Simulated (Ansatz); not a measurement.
Ansatz results at the PBE0-D4/def2-TZVP geometry: size of the dipole moment (PBE/def2-TZVPP) 1.76 D; HOMO–LUMO gap (ωB97M-V/def2-TZVPP) 10.33 eV; LUMO energy (B3LYP/def2-TZVPP) -0.47 eV.

Each molecule was computed in one conformer, which needn't be the lowest.

Which molecule gave them?
A. `C[NH][SnH2][OH]`
B. `[CH3][SnH]([NH2])[OH]`
C. `[InH2][C]1=NC1`
D. `[OH][GeH2][I]`

A. The others give `[CH3][SnH]([NH2])[OH]`: 2.39, 11.26, -0.22; `[OH][GeH2][I]`: 1.23, 10.74, -1.21; `[InH2][C]1=NC1`: 2.40, 8.53, -2.45.

B3LYP here is the variant with VWN-RPA as its local correlation; programs differ in this.
